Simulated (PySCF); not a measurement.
Compound: C6H5O (charge -1).
Bonds: O1–C2 (double), C2–C3, C3–C4 (aromatic), C4–C5 (aromatic), C5–C6 (aromatic), C6–C7 (aromatic), C3–C7 (aromatic). Hydrogens: H8 on C2; H9 on C4; H10 on C5; H11 on C6; H12 on C7.
Bond orders are those of one Lewis drawing.

Method: PBE0-D3(BJ)/def2-SVP geometry optimisation, gas phase in PySCF 2.14.0; density fitting, grid level 2; the optimiser is geomeTRIC in internal coordinates, started from a GFN2-xTB structure.

Step 0: E = -8335.1257 eV
```
atom  x, y, z in Å  |  force x, y, z in eV/Å
O1     -2.7692    1.0655    0.4205    0.279  -0.201  -0.093
C2     -2.0337    0.1766   -0.0254   -1.212   0.474   0.190
C3     -0.6355    0.0788    0.0038    0.586   0.000   0.035
C4      0.3039    0.9917    0.5624   -0.550   0.283   0.122
C5      1.5631    0.4902    0.3609    0.555   0.021   0.044
C6      1.4510   -0.7443   -0.3257    0.639  -0.199  -0.073
C7      0.1219   -0.9962   -0.5437   -0.555  -0.186  -0.136
H8     -2.5249   -0.6982   -0.5362   -0.025  -0.192  -0.108
H9      0.0448    1.9148    1.0553   -0.166   0.425   0.225
H10     2.4950    0.9483    0.6675    0.353   0.212   0.140
H11     2.2835   -1.3706   -0.6212    0.294  -0.267  -0.130
H12    -0.2987   -1.8574   -1.0443   -0.198  -0.371  -0.214
```

Task: Estimate the geometry and energy of step 1. (The exact step hangs on the optimiser's Hessian estimate; all steps are aligned on step 0, rigid shifts and turns removed.)

Result: E = -8335.1801 eV, largest force 0.095 eV/Å
```
atom  x, y, z in Å  |  force x, y, z in eV/Å
O1     -2.7689    1.0759    0.4277   -0.059   0.042   0.018
C2     -2.0563    0.1832   -0.0232    0.069  -0.053  -0.023
C3     -0.6334    0.0759    0.0019   -0.053   0.015   0.004
C4      0.2989    0.9992    0.5658   -0.004   0.051   0.028
C5      1.5775    0.4937    0.3636    0.074   0.050   0.031
C6      1.4694   -0.7520   -0.3290    0.046  -0.049  -0.025
C7      0.1211   -1.0066   -0.5496   -0.029  -0.064  -0.037
H8     -2.5455   -0.6999   -0.5394   -0.012   0.010   0.005
H9      0.0254    1.9323    1.0632   -0.006  -0.027  -0.015
H10     2.5139    0.9660    0.6792   -0.020  -0.013  -0.008
H11     2.3058   -1.3902   -0.6308   -0.012   0.011   0.006
H12    -0.3068   -1.8783   -1.0554    0.004   0.026   0.015
```

The energy changes by -0.0544 eV. The first-order estimate −F·Δx gives -0.1101 eV and the mean of the old and new forces, exact on a quadratic surface, -0.0552 eV. The step makes an angle of 45° with the force vector and moves no atom by more than 0.031 Å.

The cost below is that of the whole optimisation. On one thread, Arm Neoverse V1 (aarch64), on a shared host, this took 22 s of wall time and 0.66 GiB of memory at its peak.
